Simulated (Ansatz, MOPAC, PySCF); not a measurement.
Complex: selenium dioxide (SMILES O=[Se]=O) (first 3 atoms) with C2H4 (SMILES C=C); geometry from B3LYP-D3(BJ)/def2-TZVP, rigid monomers moved along the line of their centres of mass till Se2···C4 is 2.88 Å.
(charge 0, multiplicity 1):
```xyz
9

O      1.1723    -0.9372     1.0497
Se    -0.2747    -0.3014     1.3751
O     -0.3172     1.3035     1.2132
C      0.6435    -0.2509     4.1015
C     -0.6152     0.1368     4.2823
H      0.9681    -1.2595     4.3252
H      1.3978     0.4273     3.7217
H     -0.9354     1.1461     4.0548
H     -1.3687    -0.5402     4.6668
```

Interaction energies are E(AB) − E(A) − E(B) at the monomers' geometry in the complex; basis-set methods are counterpoise corrected.

Rows in 6-31G* carry no dispersion term and start afresh at each structure (6-31G* with six Cartesian d functions); the Pople sets are all-electron and without relativity. The state reached by AM1 isn't checked.

Programs: Ansatz (a program for electronic structure) with Gaussian orbitals; MOPAC for AM1 (differences of heats of formation); PySCF for 6-31G* rows, the dispersion terms. Values without a source in brackets are computed.

Q: One of these levels gives -3.00 kcal/mol for the interaction energy. Name it.
A) PBE-D4/def2-TZVPPD
B) B3LYP/6-31G*
C) B3LYP-D4/def2-TZVPPD
D) AM1

A: C, B3LYP-D4/def2-TZVPPD. The others give -0.64 (AM1), -3.53 (PBE-D4/def2-TZVPPD), 1.35 (B3LYP/6-31G*)
